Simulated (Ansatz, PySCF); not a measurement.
Species: Si2H3 (charge 0, doublet). It need not be the lowest isomer of its formula. 
Structure (B3LYP-D3(BJ)/def2-TZVP (Ansatz, a program for electronic structure) minimum search):
SMILES: [SiH][SiH2]
```xyz
5

Si     1.1161    -0.5408    -0.0117
Si    -0.9794     0.3817     0.0185
H      1.6917     0.8646     0.1007
H     -1.3798     1.7919    -0.2380
H     -2.2258    -0.4283     0.0422
```
Charge 0, spin multiplicity 2.

Dipole moments at this geometry, in debye (magnitudes).

| level | program | dipole (D) |
|---|---|---|
| SVWN5/def2-TZVPD | Ansatz | 1.06 |
| B3LYP/def2-TZVPD | Ansatz | ___ |
| PBE0/def2-TZVPD | PySCF | 1.10 |
| LC-wPBE/def2-TZVPD | Ansatz | 1.11 |
| CCSD(T)/aug-cc-pV(D+d)Z | Ansatz | ___ |

Q: What belongs in the gaps?

A: 
- B3LYP/def2-TZVPD, dipole (D): 1.01
- CCSD(T)/aug-cc-pV(D+d)Z, dipole (D): 0.97
